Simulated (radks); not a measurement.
Question: The table gives one normalised radial function P(r) = r R(r) of Eu4+ in [Xe] 4f5 (r in bohr). Calculated with a radial shooting solver on a logarithmic mesh with Libxc functionals: scalar-relativistic Kohn-Sham, BLYP, spin-polarised, spherical densities, finite nucleus; open shells are filled with parallel spins first (spin-orbit coupling, left out, can overturn this in heavy ions); Fermi nuclear charge, rms radius 5.1115 fm.

r            P
0.0009127   0.0000
0.001054    0.0000
0.001208    0.0000
0.001384    0.0000
0.001585    0.0000
0.001831    0.0000
0.002097    0.0001
0.002403    0.0001
0.002753    0.0001
0.003179    0.0002
0.003642    0.0003
0.004173    0.0004
0.004819    0.0006
0.005521    0.0009
0.006326    0.0013
0.007247    0.0019
0.00837     0.0028
0.009589    0.0040
0.01099     0.0058
0.01259     0.0083
0.01454     0.0121
0.01665     0.0172
0.01908     0.0244
0.02186     0.0343
0.02525     0.0488
0.02892     0.0675
0.03314     0.0925
0.03827     0.1276
0.04384     0.1705
0.05023     0.2244
0.05755     0.2903
0.06646     0.3731
0.07614     0.4616
0.08724     0.5559
0.09995     0.6486
0.1154      0.7328
0.1322      0.7838
0.1515      0.7901
0.175       0.7291
0.2005      0.5937
0.2297      0.3775
0.2631      0.0873
0.3039     -0.2763
0.3482     -0.6354
0.3989     -0.9642
0.457      -1.2177
0.5278     -1.3651
0.6046     -1.3752
0.6927     -1.2706
0.7936     -1.0817
0.9166     -0.8353
1.05       -0.6010
1.203      -0.3964
1.389      -0.2303
1.592      -0.1239
1.824      -0.0595
2.089      -0.0251
2.413      -0.0086
2.765      -0.0026
3.167      -0.0007
3.629      -0.0001
4.191      0.0000
4.801      0.0000

Which n and l does it have? It may be an empty orbital.

Answer: n = 4, l = 2: the number of nodes gives n - l - 1 = 1, the rise at small r (about r^(l+1), flatter next to the nucleus through relativity) gives l, and the extent must fit the shell. The curve is that of 4d up; the table hardly tells the two spins apart. 4d up: eigenvalue -188.85 eV, 1 radial node at r = 0.273 bohr, <r> = 0.647 bohr, 90 % of the charge inside 0.970 bohr.
